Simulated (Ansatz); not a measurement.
The inner images of a band of C$_{2}$H$_{6}$ClFMg (11 atoms, charge 0, multiplicity 1) are given out of order.

The calculation used RKS PBE0-D4/STO-3G in Ansatz.

First end point:

```xyz
11
Properties=species:S:1:pos:R:3
Mg -0.822 1.134 -0.931
C 0.621 -0.208 -0.683
C 0.611 -0.958 0.676
Cl -1.976 2.504 -2.066
H -0.959 0.550 1.307
F -1.516 1.193 0.812
H 0.585 -0.978 -1.468
H 1.614 0.253 -0.785
H -0.321 -1.524 0.832
H 0.734 -0.274 1.536
H 1.429 -1.690 0.771
```

Last end point:

```xyz
11
Properties=species:S:1:pos:R:3
Mg -1.509 1.418 -0.358
C 1.169 -0.298 -0.384
C 0.105 -0.805 0.612
Cl -3.304 1.207 0.724
H 0.769 0.620 -0.904
F -0.198 1.808 -1.343
H 1.395 -1.076 -1.123
H 2.095 -0.052 0.149
H -0.834 -1.072 0.099
H -0.124 -0.047 1.380
H 0.435 -1.704 1.148
```

Q: Put them in order from the first end to the last, with their energies above the first end.
A.
```xyz
11
Properties=species:S:1:pos:R:3
Mg -1.558 1.536 -0.632
C 0.948 0.075 0.006
C 0.304 -1.224 0.532
Cl -2.871 0.887 -2.137
H 0.390 0.997 0.351
F -0.613 2.202 0.592
H 1.002 0.048 -1.093
H 1.974 0.163 0.376
H -0.632 -1.461 0.006
H 0.078 -1.143 1.603
H 0.979 -2.079 0.395
```
B.
```xyz
11
Properties=species:S:1:pos:R:3
Mg -1.086 1.072 -0.661
C 0.686 0.092 -0.174
C 0.289 -1.251 0.492
Cl -2.791 1.001 -1.896
H 0.240 1.429 0.544
F -0.505 2.195 0.621
H 0.977 -0.120 -1.217
H 1.645 0.398 0.278
H -0.584 -1.710 0.006
H 0.031 -1.110 1.551
H 1.098 -1.995 0.457
```
C.
```xyz
11
Properties=species:S:1:pos:R:3
Mg -1.611 1.465 -0.445
C 1.187 -0.178 -0.270
C 0.156 -0.917 0.607
Cl -3.592 0.787 -0.229
H 0.813 0.860 -0.497
F -0.099 2.157 -0.712
H 1.342 -0.723 -1.210
H 2.150 -0.119 0.249
H -0.838 -0.947 0.130
H 0.046 -0.427 1.585
H 0.447 -1.959 0.792
```
D.
```xyz
11
Properties=species:S:1:pos:R:3
Mg -1.740 1.588 -0.624
C 1.141 -0.044 -0.084
C 0.265 -1.116 0.593
Cl -3.545 0.828 -1.394
H 0.642 0.963 -0.038
F -0.310 2.253 -0.040
H 1.318 -0.311 -1.133
H 2.116 0.015 0.413
H -0.726 -1.184 0.119
H 0.114 -0.881 1.655
H 0.724 -2.111 0.532
```
E.
```xyz
11
Properties=species:S:1:pos:R:3
Mg -0.906 1.032 -0.899
C 0.660 -0.141 -0.566
C 0.446 -1.189 0.557
Cl -2.501 1.847 -2.032
H -0.324 1.327 1.319
F -1.023 1.799 0.816
H 0.936 -0.698 -1.472
H 1.561 0.435 -0.306
H -0.402 -1.854 0.335
H 0.231 -0.723 1.534
H 1.322 -1.837 0.715
```

A: E (+0.034 eV), B (+0.154 eV), A (-0.457 eV), D (-0.534 eV), C (-0.563 eV).

The run took 4 min on 1 thread of Intel(R) Xeon(R) Platinum 8259CL CPU @ 2.50GHz (Skylake/Cascade Lake), with other jobs on the host, peak memory 0.18 GiB.
